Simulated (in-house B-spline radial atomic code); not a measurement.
## Ionising S with different functionals

Computed with a B-spline radial code for spherical atoms: four-component Dirac-Coulomb Hamiltonian, Fermi nucleus of rms radius 3.2611 fm, spin-restricted, spherical fractional occupations for the functionals. The ionisation energy is the difference of two self-consistent energies, [Ne] 3s2 3p4 → [Ne] 3s2 3p3, without Breit or QED terms; ε is the level of the shell that loses the electron (mean over j). The electron is taken from both j subshells in proportion to 2j + 1, so the result is a j average, not the step between ground levels.

Hybrids are left out here: with spherical fractional occupations of an open shell their exact exchange keeps a self-interaction that integer-occupation calculations don't have.

| method | rung | ΔSCF (eV) | -ε(3p) (eV) |
| --- | --- | --- | --- |
| LDA VWN5 | LDA | 11.86 | 7.11 |
| relativistic LDA | LDA | ? | ? |
| LDA PW92 | LDA | ? | ? |
| LDA exchange-only | LDA | 10.62 | 5.94 |
| PBE | GGA | 11.77 | 7.01 |
| PBEsol | GGA | 11.73 | 6.98 |
| BLYP | GGA | 11.62 | 6.86 |
| RPBE | GGA | 11.75 | 6.99 |
| PW91 | GGA | 11.82 | 7.05 |
| BP86 | GGA | 11.86 | 7.10 |
| AM05 | GGA | 11.71 | 6.95 |
| OLYP | GGA | 11.69 | 6.91 |

What does relativistic LDA give?

ΔSCF 11.86 eV, and -ε(3p) = 7.11 eV.

What does LDA PW92 give?

ΔSCF 11.86 eV, and -ε(3p) = 7.11 eV.

How do they compare with the NIST value?

NIST lists 10.360 eV (measured, ground level to ground level). Errors run from +0.26 to +1.50 eV. The correlated functionals all miss on the same side by more than they spread, so the cause is common to them (Breit-QED terms, spin polarisation, the choice among j levels, multiplet and fine-structure energies, or a listed next ion that isn't the cheapest removal here) and closeness doesn't rank the functionals.
